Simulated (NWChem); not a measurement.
C2H2I2; SMILES IC(=C)I

Program: NWChem. Pople sets run with spherical d functions. The geometry was optimised at PBE0/def2-SVP (def2 core potentials past Kr). Total energies compare along this basis series because the functional is fixed.

```csv
level,basis functions,energy (Ha),highest occupied level (eV),orbital gap (eV),dipole (D)
"PBE0/STO-3G, non-relativistic",66,-13781.4729,-4.99,6.96,1.21
"PBE0/3-21G, non-relativistic",84,-13856.0563,-6.97,5.47,1.20
"PBE0/6-311G**, non-relativistic",172,-13915.5081,-7.20,5.31,1.23
```
